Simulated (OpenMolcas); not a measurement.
Ta³⁺: the spin-orbit constant, worked from levels

```yaml
Program: OpenMolcas 26.06
Basis: ANO-RCC-VQZP [9s8p6d4f3g2h]
Scalar_Hamiltonian: DKH2, point nucleus
Active_space: 8 electrons in 8 orbitals (RAS1 5p, at most 2 holes; RAS2 5d)
State_averaging: 2S+1 = 3 even, 10 roots; 2S+1 = 1 even, 15 roots
Spin-orbit_coupling: RASSI with atomic mean-field integrals over the reference wave functions, term energies averaged over their components
```

Methods: RASSCF; SS-RASPT2, IPEA 0.25 Eh, imaginary shift 0.1 Eh (closed shells correlated: 5s).

**The spin-orbit constant.** For the Hund term ³F of d2, E(J) = (A/2) J(J+1) + constant and ζ = 2S·A = 2A. From J = 2 to J = 4 the energy changes by 7 A.

```csv
Source,E(4) - E(2),A,ζ
RASSCF,9592.4,1370.3,2741
SS-RASPT2,9810.6,1401.5,2803
```

All in cm-1. Both methods take the spin-orbit matrix elements from the reference wave functions, so the second can move ζ only through the term energies and any multistate remixing. Second-order mixing with other terms is absorbed into this ζ.

CASPT2 breaks the degeneracy within a term, and the mean is taken; among the terms shown or strongly mixed into the levels shown the widest spread is 200 cm-1 (5d² ³F, SS-RASPT2). Active for correlation alone: 5p; no level in the range computed is led by a configuration that opens it, so any true level of that kind is missing. Without dynamic correlation excited terms often stand tens of per cent too high (terms of higher spin than the ground term too low), and those without a measured partner can miss by more than the paired ones (holds for RASSCF). Levels of configurations outside the active space are missing.
